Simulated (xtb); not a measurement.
Cl₂Sr, triplet, from a rough starting geometry (GFN-xTB shapes and energies of metal compounds can be far from the true ones) (a higher spin typed on purpose: for a closed-shell molecule this is an excited state); GFN2-xTB (xtb).

xtb was given this input:
```
$ xtb mol.xyz --gfn 2 --uhf 2 --opt vtight --json

# file mol.xyz
3

Sr     0.00204903    -0.07610333     0.03106323
Cl     1.74094685     0.43734244    -1.73273572
Cl    -1.78199428    -0.41245642     1.72691487
```

Output, abridged:

```
   ID    Z sym.   atoms
    1   38 Sr     1
    2   17 Cl     2, 3

           -------------------------------------------------
          |                Calculation Setup                |
           -------------------------------------------------

           -------------------------------------------------
          |                 G F N 2 - x T B                 |
           -------------------------------------------------

          ...................................................
          :                      SETUP                      :
          :.................................................:
          :  # basis functions                  30          :
          :  # atomic orbitals                  27          :
          :  # shells                            9          :
          :  # electrons                        16          :
          :  max. iterations                   250          :
          :  Hamiltonian                  GFN2-xTB          :
          :  restarted?                      false          :
          :  GBSA solvation                  false          :
          :  PC potential                    false          :
          :  electronic temp.          300.0000000     K    :
          :  accuracy                    1.0000000          :
          :  -> integral cutoff          0.2500000E+02      :
          :  -> integral neglect         0.1000000E-07      :
          :  -> SCF convergence          0.1000000E-05 Eh   :
          :  -> wf. convergence          0.1000000E-03 e    :
          :  Broyden damping             0.4000000          :
          :  net charge                          0          :
          :  unpaired electrons                  2          :
          ...................................................

 iter      E             dE          RMSdq      gap      omega  full diag
   1     -5.7182804 -0.571828E+01  0.822E+01    1.07       0.0  T
   2     -8.2027061 -0.248443E+01  0.260E+01    0.00       1.0  T
   3     -9.4720782 -0.126937E+01  0.174E+01    3.16       1.0  T
   4     -9.4908594 -0.187812E-01  0.159E+01    5.17       1.0  T
   5     -9.4995505 -0.869108E-02  0.141E+01    5.32       1.0  T
   6     -9.5035995 -0.404902E-02  0.139E+01    5.56       1.0  T
   7     -9.5164500 -0.128505E-01  0.129E+01    5.48       1.0  T
   8     -9.5233815 -0.693149E-02  0.932E+00    5.19       1.0  T
   9     -9.5466449 -0.232634E-01  0.766E+00    4.97       1.0  T
  10     -9.5247844  0.218605E-01  0.668E+00    4.78       1.0  T
  11     -9.5198639  0.492050E-02  0.638E+00    4.72       1.0  T
  12     -9.5267721 -0.690827E-02  0.529E+00    4.37       1.0  T
  13     -9.5292371 -0.246501E-02  0.522E+00    4.40       1.0  T
  14     -9.5218095  0.742770E-02  0.534E+00    4.28       1.0  T
  15     -9.5275990 -0.578958E-02  0.500E+00    4.30       1.0  T
  16     -9.5511607 -0.235616E-01  0.371E+00    4.37       1.0  T
  17     -9.5506548  0.505911E-03  0.373E+00    4.37       1.0  T
  18     -9.5479561  0.269862E-02  0.386E+00    4.37       1.0  T
  19     -9.5520523 -0.409619E-02  0.372E+00    4.37       1.0  T
  20     -9.5876688 -0.356164E-01  0.212E+00    4.38       1.0  T
  21     -9.5858526  0.181614E-02  0.244E+00    4.39       1.0  T
  22     -9.5436056  0.422471E-01  0.462E+00    4.42       1.0  T
  23     -9.5434346  0.170934E-03  0.459E+00    4.41       1.0  T
  24     -9.5464467 -0.301208E-02  0.433E+00    4.41       1.0  T
  25     -9.5900781 -0.436314E-01  0.338E+00    4.41       1.0  T
  26     -9.5883985  0.167961E-02  0.323E+00    4.38       1.0  T
  27     -9.5912262 -0.282771E-02  0.233E+00    4.39       1.0  T
  28     -9.5767402  0.144860E-01  0.265E+00    4.43       1.0  T
  29     -9.5666609  0.100793E-01  0.323E+00    4.44       1.0  T
  30     -9.5899856 -0.233248E-01  0.225E+00    4.43       1.0  T
  31     -9.5921684 -0.218280E-02  0.183E+00    4.42       1.0  T
  32     -9.5887922  0.337628E-02  0.159E+00    4.43       1.0  T
  33     -9.5846077  0.418450E-02  0.176E+00    4.43       1.0  T
  34     -9.5831339  0.147372E-02  0.184E+00    4.44       1.0  T
  35     -9.5871245 -0.399051E-02  0.144E+00    4.44       1.0  T
  36     -9.5926196 -0.549519E-02  0.550E-01    4.44       1.0  T
  37     -9.5929579 -0.338233E-03  0.373E-01    4.45       1.0  T
  38     -9.5930204 -0.625269E-04  0.280E-01    4.45       1.0  T
  39     -9.5927303  0.290092E-03  0.346E-01    4.45       1.0  T
  40     -9.5927423 -0.120242E-04  0.329E-01    4.45       1.0  T
  41     -9.5930734 -0.331103E-03  0.256E-02    4.45       2.3  T
  42     -9.5930635  0.997582E-05  0.673E-02    4.45       1.0  T
  43     -9.5930732 -0.970936E-05  0.181E-02    4.45       3.2  T
  44     -9.5930726  0.596912E-06  0.225E-02    4.45       2.6  T
  45     -9.5930604  0.121685E-04  0.696E-02    4.45       1.0  T
  46     -9.5930695 -0.912905E-05  0.391E-02    4.45       1.5  T
  47     -9.5930730 -0.347508E-05  0.169E-02    4.45       3.4  T
  48     -9.5930732 -0.220869E-06  0.139E-02    4.45       4.1  T
  49     -9.5930736 -0.350598E-06  0.707E-03    4.45       8.2  T
  50     -9.5930737 -0.768679E-07  0.459E-03    4.45      12.6  T
  51     -9.5930737 -0.246051E-07  0.353E-03    4.45      16.3  T
  52     -9.5930737 -0.158672E-07  0.260E-03    4.45      22.2  T
  53     -9.5930737 -0.181224E-07  0.710E-04    4.45      81.3  T
  54     -9.5930737  0.135724E-08  0.100E-03    4.45      57.7  T
  55     -9.5930737 -0.186049E-08  0.602E-04    4.45      95.9  T

   *** convergence criteria satisfied after 55 iterations ***

 transition dipole moment (au) for excitation:           8           9
     X       Y       Z
  -0.0011  -0.0008  -0.0013  total (au/Debye):    0.002   0.005
 dE (eV)             :    3.421
 oscillator strength :  0.41874E-06

         :::::::::::::::::::::::::::::::::::::::::::::::::::::
         ::                     SUMMARY                     ::
         :::::::::::::::::::::::::::::::::::::::::::::::::::::
[...]
 * total energy  :    -9.6001094 Eh     change       -0.3293929E-03 Eh
 * total energy  :    -9.6006581 Eh     change       -0.5486988E-03 Eh
 * total energy  :    -9.6033923 Eh     change       -0.2734193E-02 Eh
 * total energy  :    -9.6118473 Eh     change       -0.8455029E-02 Eh
 * total energy  :    -9.5980515 Eh     change        0.1379575E-01 Eh
 * total energy  :    -9.6123195 Eh     change       -0.1426796E-01 Eh
 * total energy  :    -9.6123525 Eh     change       -0.3304274E-04 Eh
 * total energy  :    -9.6123774 Eh     change       -0.2481958E-04 Eh
 * total energy  :    -9.6123811 Eh     change       -0.3747596E-05 Eh
 * total energy  :    -9.6123863 Eh     change       -0.5198239E-05 Eh
 * total energy  :    -9.6123867 Eh     change       -0.3561773E-06 Eh
 * total energy  :    -9.6123866 Eh     change        0.2913435E-07 Eh
 * total energy  :    -9.6123867 Eh     change       -0.5392367E-07 Eh
   *** GEOMETRY OPTIMIZATION CONVERGED AFTER 23 ITERATIONS ***
[...]
          :  -> integral neglect         0.1000000E-07      :
          :  -> SCF convergence          0.1000000E-05 Eh   :
          :  -> wf. convergence          0.1000000E-03 e    :
          :  Broyden damping             0.4000000          :
          :  net charge                          0          :
          :  unpaired electrons                  2          :
          ...................................................

 iter      E             dE          RMSdq      gap      omega  full diag
   1     -9.6137593 -0.961376E+01  0.231E-05    4.10       0.0  T
   2     -9.6137593 -0.888178E-13  0.159E-05    4.10    3635.0  T
   3     -9.6137593 -0.817124E-13  0.102E-05    4.10    5685.5  T

   *** convergence criteria satisfied after 3 iterations ***

 transition dipole moment (au) for excitation:           8           9
     X       Y       Z
   0.3007   0.1022  -0.3130  total (au/Debye):    0.446   1.133
 dE (eV)             :    1.171
 oscillator strength :  0.80698E-02

         :::::::::::::::::::::::::::::::::::::::::::::::::::::
         ::                     SUMMARY                     ::
         :::::::::::::::::::::::::::::::::::::::::::::::::::::
         :: total energy              -9.612386690067 Eh    ::
         :: gradient norm              0.000003292580 Eh/a0 ::
         :: HOMO-LUMO gap              4.101376593123 eV    ::
         ::.................................................::
         :: SCC energy                -9.613759278196 Eh    ::
         :: -> isotropic ES            0.034167539947 Eh    ::
         :: -> anisotropic ES         -0.004291503155 Eh    ::
         :: -> anisotropic XC         -0.001242519841 Eh    ::
         :: -> dispersion             -0.002100050317 Eh    ::
         :: repulsion energy           0.001372588129 Eh    ::
         :: add. restraining           0.000000000000 Eh    ::
         :: total charge               0.000000000116 e     ::
         :::::::::::::::::::::::::::::::::::::::::::::::::::::

           -------------------------------------------------
          |                Property Printout                |
           -------------------------------------------------

    * Orbital Energies and Occupations

         #    Occupation            Energy/Eh            Energy/eV
      -------------------------------------------------------------
         1        2.0000           -1.0477833             -28.5116
         2        2.0000           -1.0337675             -28.1302
         3        2.0000           -0.4519820             -12.2991
         4        2.0000           -0.4388417             -11.9415
         5        2.0000           -0.4291453             -11.6776
         6        2.0000           -0.4149853             -11.2923
         7        2.0000           -0.4095504             -11.1444
         8        1.0000           -0.3769573             -10.2575
         9        1.0000           -0.3339116              -9.0862 (HOMO)
        10                         -0.1831888              -4.9848 (LUMO)
        11                         -0.1374569              -3.7404
        12                         -0.0520205              -1.4155
        13                         -0.0076097              -0.2071
        14                         -0.0045859              -0.1248
        15                          0.0110057               0.2995
        16                          0.0345595               0.9404
        17                          0.0357341               0.9724
        18                          0.0357747               0.9735
        19                          0.0362854               0.9874
        20                          0.0368789               1.0035
       ...                                ...                  ...
        27                          0.4293558              11.6834
      -------------------------------------------------------------
                  HL-Gap            0.1507228 Eh            4.1014 eV
             Fermi-level           -0.3259013 Eh           -8.8682 eV

     #   Z          covCN         q      C6AA      α(0)
     1  38 Sr       1.374     0.494   470.905    64.736
     2  17 Cl       1.236    -0.247   107.028    15.828
     3  17 Cl       1.236    -0.247   107.028    15.828

 Mol. C6AA /au·bohr⁶  :       1691.300082
 Mol. C8AA /au·bohr⁸  :     201038.009939
 Mol. α(0) /au        :         96.391336

Wiberg/Mayer (AO) data.
largest (>0.10) Wiberg bond orders for each atom

 ---------------------------------------------------------------------------
     #   Z sym  total        # sym  WBO       # sym  WBO       # sym  WBO
 ---------------------------------------------------------------------------
     1  38 Sr   0.904 --     2 Cl   0.452     3 Cl   0.452
     2  17 Cl   0.971 --     3 Cl   0.520     1 Sr   0.452
     3  17 Cl   0.971 --     2 Cl   0.520     1 Sr   0.452
 ---------------------------------------------------------------------------

Topologies differ in total number of bonds
Writing topology from bond orders to xtbtopo.mol

molecular dipole:
                 x           y           z       tot (Debye)
 q only:        0.996      -1.940       0.324
   full:        0.614      -1.196       0.200       3.455
molecular quadrupole (traceless):
                xx          xy          yy          xz          yz          zz
 q only:       -1.295      -2.624       3.570       2.461       0.025      -2.275
  q+dip:       -0.685      -0.952       1.620       2.049       0.535      -0.936
   full:       -0.283       0.070       0.379       1.436       0.658      -0.096

optimized geometry written to: xtbopt.xyz

           -------------------------------------------------
          | TOTAL ENERGY               -9.612386690067 Eh   |
          | GRADIENT NORM               0.000003292580 Eh/α |
          | HOMO-LUMO GAP               4.101376593123 eV   |
           -------------------------------------------------

normal termination of xtb
```
